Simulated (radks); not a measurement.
Values are calculated unless marked as measured or tabulated.
Numerical settings for neutral silicon, [Ne] 3s2 3p2. Code: a radial shooting solver on a logarithmic mesh with Libxc functionals. Model: non-relativistic Kohn-Sham, PBE, spin-polarised, spherical densities, point nucleus; open shells are filled with parallel spins first. The defaults (mesh step 0.008 in ln r, mesh end at 40 bohr or more with all orbitals vanishing there, Anderson mixing 0.5 over 9 steps, residual threshold near 1e-9 with the energy settled to 1e-9 hartree or 1e-11 of itself, here a cap of 64 iterations) give E = -289.2320 hartree and 3p at -4.630 eV in 14 iterations. Run on one thread of a shared host, so times are rough (Arm Neoverse V1): 0.11 s of CPU time, 0.11 s wall, 14 iterations on 2597 mesh points. Changes against that run (0 stands for a change within the tolerance of the run):

setting                    iterations  converged  E (mhartree)  e(3p) (meV)  CPU (s)
mesh step in ln r 0.02             14        yes             0            0     0.05
mesh step in ln r 0.05             14        yes     +0.000741            0     0.03
mesh step in ln r 0.012            14        yes             0            0     0.08
mesh end (bohr) 8                  14        yes         +2.55         +149      0.1
mesh end (bohr) 5                  14        yes         +91.1    +2.37e+03      0.1
residual threshold 1e-05           10        yes             0      -0.0316     0.09
residual threshold 1e-16           64         no             0            0      0.3
mixing 1.5                         14        yes             0            0     0.11
linear mixing, mixing 1            52        yes             0            0     0.31
linear mixing, mixing 0.5          30        yes             0            0     0.18
mixing history 2                   19        yes             0            0     0.13
iteration cap 5                     5         no      +0.00088       +0.102     0.05

Settings that end as converged yet miss the energy by more than 1 mhartree: mesh end (bohr) 8 (+0.00255 hartree); mesh end (bohr) 5 (+0.0911 hartree). A mesh that ends early acts as a hard wall.
